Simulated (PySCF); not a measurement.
Match the calculated data to a structure.

All candidates are C8H15PS.

| technique | computed result |
| --- | --- |
| Dipole | 1.64 D [PBE0/pcSseg-1] |
| 13C NMR | chemical shifts (computed TMS as zero) by class: 38.5 (1 C), 32.0 (2 C), 29.3 (2 C), 27.1 (2 C), 23.8 (1 C) ppm [GIAO PBE0/pcSseg-1] |
| Rotational structure | rotational constants A, B, C: 2.504, 0.513, 0.456 GHz [PBE0-D3(BJ)/def2-SVP] |
| 1H NMR | chemical shifts (computed TMS as zero) by class: 2.56 (4 H), 2.14 (1 H), 2.09 (1 H), 1.90 (1 H), 1.86 (2 H), 1.79 (2 H), 1.49 (4 H) ppm [GIAO PBE0/pcSseg-1] |
| NMR, other nuclei | isotropic shieldings of nuclei other than C and H, by class: 360 (1 P), 496 (1 S) ppm [GIAO PBE0/pcSseg-1] |

Electronic properties: PySCF, gas phase, density fitting. Levels stand in brackets. One conformer (not necessarily the lowest) at the PBE0-D3(BJ)/def2-SVP geometry, without solvent, vibrations or thermal averaging. NMR values are class means; diastereotopic atoms form classes of their own.

Problem. Which candidate is it?
A. `C1CC(P2CCSCC2)C1`
B. `C=C[P@](=S)(C(C)C)C1CC1`
C. `CCC1=C(C)CC[P@@]1(C)=S`

Solution. A. It is `C1CC(P2CCSCC2)C1`. Numbering: `[CH2:1]1[CH2:2][CH:3]([P:4]2[CH2:5][CH2:6][S:7][CH2:8][CH2:9]2)[CH2:10]1`. 8 carbons fall into 5 classes; from least to most shielded: ring sp3 carbon bound to phosphorus [C3] (38.5 ppm), ring sp3 carbon bound to sulfur [C6/C8] (32.0 ppm, 2 C), ring sp3 carbon bound to phosphorus [C5/C9] (29.3 ppm, 2 C), four-membered-ring carbon [C2/C10] (27.1 ppm, 2 C), four-membered-ring carbon [C1] (23.8 ppm). Hydrogen classes from least to most shielded: 4 H on 2 like atoms (sp3 carbon bound to sulfur), C6/C8 (2.56 ppm), 1 H on a four-membered-ring carbon, C1 (2.14 ppm), 1 H on an sp3 carbon bound to phosphorus, C3 (2.09 ppm), 1 H on a four-membered-ring carbon, C1 (1.90 ppm), 2 H on 2 four-membered-ring carbons, C2/C10 (1.86 ppm), 2 H on 2 four-membered-ring carbons, C2/C10 (1.79 ppm), 4 H on 2 like atoms (sp3 carbon bound to phosphorus), C5/C9 (1.49 ppm). The other shieldings belong to: 360 ppm, phosphine phosphorus [P4]; 496 ppm, sulfide sulfur [S7]. The optimised geometry has point group Cs and is an asymmetric top.

The others, at the same levels:
- `CCC1=C(C)CC[P@@]1(C)=S` fails: it has 8 carbon classes against 5; its computed 13C shifts are 153.2 (1 C), 144.4 (1 C), 36.1 (1 C), 35.4 (1 C), 23.4 (1 C), 22.2 (1 C), 18.5 (1 C), 18.2 (1 C) ppm, 1H shifts are 2.31 (1 H), 2.20 (1 H), 2.18 (1 H), 2.18 (1 H), 1.87 (1 H), 1.79 (3 H), 1.76 (1 H), 1.38 (3 H), 1.26 (3 H) ppm and rotational constant A is 1.216 GHz (against 2.504 GHz).
- `C=C[P@](=S)(C(C)C)C1CC1` fails: it has 8 carbon classes against 5; its computed 13C shifts are 151.7 (1 C), 134.2 (1 C), 32.6 (1 C), 16.5 (1 C), 16.1 (1 C), 15.2 (1 C), 5.3 (1 C), 5.1 (1 C) ppm, 1H shifts are 7.15 (1 H), 6.71 (1 H), 5.88 (1 H), 1.61 (1 H), 1.27 (3 H), 0.96 (1 H), 0.94 (3 H), 0.84 (1 H), 0.72 (1 H), 0.54 (1 H), 0.37 (1 H) ppm and rotational constant A is 1.084 GHz (against 2.504 GHz).

Each candidate is one conformer, not necessarily the lowest. Dipoles, sizes and rotational constants follow the conformer. The torsions of the flexible species, by atom-mapped SMILES:
- `[CH2:1]=[CH:2][P@:3](=[S:4])([CH:5]([CH3:6])[CH3:7])[CH:8]1[CH2:9][CH2:10]1`: C1–C2–P3–S4 -2°, C2–P3–C5–C6 -171°, C2–P3–C8–C9 37°

The conformers of `C1CC(P2CCSCC2)C1` and `CCC1=C(C)CC[P@@]1(C)=S` aren't listed.
